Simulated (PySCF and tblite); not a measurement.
Results of a calculation; reference values are marked as such.
C₉H₁₂O, numbered as in [CH3:1][C:2](=[O:3])[CH2:4][C:5]1=[CH:6][CH2:7][CH:8]=[CH:9][CH2:10]1.

The ensemble was built from 90 distance-geometry starts (ETKDG and KDG, MMFF94s, GFN2-xTB) and rests on GFN2-xTB geometries. Weights use PBE0-D3(BJ)/6-31G* energies plus GFN2-xTB zero-point and thermal terms (modes under about 100 cm⁻¹ blended into free rotors). Symmetry numbers and mirror images are counted. Conformers within 3 kcal/mol (GFN2-xTB free energy) were kept, 10 at most. Run with PySCF (density fitting) and tblite.

Torsions listed: O3–C2–C4–C5, C2–C4–C5–C10. The 6-ring runs over atoms 5–6–7–8–9–10. Of a mirror pair one member is shown.

```json
{"conformer": "1", "shape": "6-ring boat (ring torsions 12, -12, 0, 12, -12, 0°); 90°, -76°", "symmetry": "C1 (pair)", "E(GFN2) kcal/mol": "0.00"}
{"conformer": "2", "shape": "6-ring flat; 104°, 114°", "symmetry": "C1 (pair)", "E(GFN2) kcal/mol": "1.29"}
{"conformer": "3", "shape": "6-ring boat (ring torsions -11, 11, 0, -13, 13, -1°); -71°, -74°", "symmetry": "C1 (pair)", "E(GFN2) kcal/mol": "1.73"}
```

**Question.** Which of these conformers is the most populated at 298.15 K, and with what share?

**Answer.** Conformer 1, about 83 %.

**Question.** Give the DFT energies and free energies relative to the lowest, and all weights.

**Answer.** 
```tsv
conformer	shape	E(DFT) kcal/mol	G(298.15 K) kcal/mol	weight %
1	6-ring boat (ring torsions 12, -12, 0, 12, -12, 0°); 90°, -76°	0.00	0.00	82.9
2	6-ring flat; 104°, 114°	1.36	1.02	14.9
3	6-ring boat (ring torsions -11, 11, 0, -13, 13, -1°); -71°, -74°	2.42	2.14	2.2
```

**Question.** How does its share change from 180 K to 400 K?

**Answer.** From 95 % to 73 %; the mixing entropy goes from 1.76 to 2.81 cal/(mol K).
